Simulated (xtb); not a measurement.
xtb input (GFN2-xTB):

```bash
xtb mol.xyz --gfn 2 --sp --chrg 0 --uhf 0
```
mol.xyz:
```
12

C     -1.52963259    -1.19362612    -0.17104352
Al    -0.00366969     0.01975631     0.00404828
C      1.85559492    -0.56124168    -0.18854794
N     -0.32191036     1.73305337     0.35512145
H     -1.47023985    -2.01246488     0.55246861
H     -2.48758291    -0.69054290    -0.02063984
H     -1.55401400    -1.65871213    -1.16135101
H      2.56789068     0.25819377    -0.06795319
H      2.10894281    -1.32883151     0.54917089
H      2.03142644    -1.00876851    -1.17155213
H      0.38583600     2.44279702     0.46449233
H     -1.23695475     2.13933026     0.47443528
```

End of the output:

```
         :::::::::::::::::::::::::::::::::::::::::::::::::::::
         ::                     SUMMARY                     ::
         :::::::::::::::::::::::::::::::::::::::::::::::::::::
         :: total energy             -12.336040808154 Eh    ::
         :: gradient norm              0.015538322796 Eh/a0 ::
         :: HOMO-LUMO gap              4.651918004322 eV    ::
         ::.................................................::
         :: SCC energy               -12.512949450894 Eh    ::
         :: -> isotropic ES            0.044510559953 Eh    ::
         :: -> anisotropic ES          0.005158141021 Eh    ::
         :: -> anisotropic XC          0.002947852319 Eh    ::
         :: -> dispersion             -0.004747427950 Eh    ::
         :: repulsion energy           0.176908642740 Eh    ::
         :: add. restraining           0.000000000000 Eh    ::
         :: total charge               0.000000000000 e     ::
         :::::::::::::::::::::::::::::::::::::::::::::::::::::

           -------------------------------------------------
          |                Property Printout                |
           -------------------------------------------------

    * Orbital Energies and Occupations

         #    Occupation            Energy/Eh            Energy/eV
      -------------------------------------------------------------
         1        2.0000           -0.5693316             -15.4923
         2        2.0000           -0.5590036             -15.2113
         3        2.0000           -0.5534603             -15.0604
         4        2.0000           -0.4885883             -13.2952
         5        2.0000           -0.4648057             -12.6480
         6        2.0000           -0.4495658             -12.2333
         7        2.0000           -0.4473526             -12.1731
         8        2.0000           -0.4469091             -12.1610
         9        2.0000           -0.4444027             -12.0928
        10        2.0000           -0.3909289             -10.6377
        11        2.0000           -0.3631110              -9.8808
        12        2.0000           -0.3577160              -9.7339 (HOMO)
        13                         -0.1867611              -5.0820 (LUMO)
        14                         -0.1249721              -3.4007
        15                         -0.0512813              -1.3954
        16                         -0.0037294              -0.1015
        17                          0.0060713               0.1652
        18                          0.0320651               0.8725
        19                          0.0899827               2.4486
        20                          0.2101924               5.7196
        21                          0.2111752               5.7464
        22                          0.2238381               6.0909
        23                          0.2288410               6.2271
       ...                                ...                  ...
        29                          0.8710782              23.7032
      -------------------------------------------------------------
                  HL-Gap            0.1709548 Eh            4.6519 eV
             Fermi-level           -0.2722386 Eh           -7.4080 eV

     #   Z          covCN         q      C6AA      α(0)
     1   6 C        3.613    -0.209    25.229     7.251
     2  13 Al       2.468     0.253    99.302    20.557
     3   6 C        3.613    -0.209    25.229     7.251
     4   7 N        2.504    -0.425    31.139     8.287
     5   1 H        0.924     0.043     2.405     2.425
     6   1 H        0.924     0.049     2.331     2.387
     7   1 H        0.924     0.043     2.406     2.426
     8   1 H        0.924     0.049     2.331     2.387
     9   1 H        0.924     0.043     2.406     2.426
    10   1 H        0.924     0.043     2.405     2.425
    11   1 H        0.861     0.159     1.340     1.813
    12   1 H        0.861     0.159     1.340     1.813

 Mol. C6AA /au·bohr⁶  :       1347.113148
 Mol. C8AA /au·bohr⁸  :      46051.873955
 Mol. α(0) /au        :         61.449132

Wiberg/Mayer (AO) data.
largest (>0.10) Wiberg bond orders for each atom

 ---------------------------------------------------------------------------
     #   Z sym  total        # sym  WBO       # sym  WBO       # sym  WBO
 ---------------------------------------------------------------------------
     1   6 C    3.919 --     2 Al   1.016     6 H    0.929     5 H    0.928
                             7 H    0.928
     2  13 Al   3.780 --     4 N    1.272     1 C    1.016     3 C    1.016
     3   6 C    3.919 --     2 Al   1.016     8 H    0.929    10 H    0.928
                             9 H    0.928
     4   7 N    3.216 --     2 Al   1.272    12 H    0.928    11 H    0.928
     5   1 H    0.998 --     1 C    0.928
     6   1 H    0.998 --     1 C    0.929
     7   1 H    0.998 --     1 C    0.928
     8   1 H    0.998 --     3 C    0.929
     9   1 H    0.998 --     3 C    0.928
    10   1 H    0.998 --     3 C    0.928
    11   1 H    0.975 --     4 N    0.928
    12   1 H    0.975 --     4 N    0.928
 ---------------------------------------------------------------------------

Topologies differ in total number of bonds
Writing topology from bond orders to xtbtopo.mol

molecular dipole:
                 x           y           z       tot (Debye)
 q only:       -0.029       0.156       0.032
   full:       -0.016       0.086       0.018       0.228
molecular quadrupole (traceless):
                xx          xy          yy          xz          yz          zz
 q only:       -0.356      -0.273       1.069      -0.076       0.377      -0.712
  q+dip:        1.291      -0.195       2.338      -0.258       1.234      -3.629
   full:       -0.526      -0.275       0.906      -0.052       0.276      -0.380

           -------------------------------------------------
          | TOTAL ENERGY              -12.336040808154 Eh   |
          | GRADIENT NORM               0.015538322796 Eh/α |
          | HOMO-LUMO GAP               4.651918004322 eV   |
           -------------------------------------------------

------------------------------------------------------------------------
Note: The following floating-point exceptions are signalling: IEEE_UNDERFLOW_FLAG IEEE_DENORMAL
normal termination of xtb
------------------------------------------------------------------------
 total:
 SCF:
```
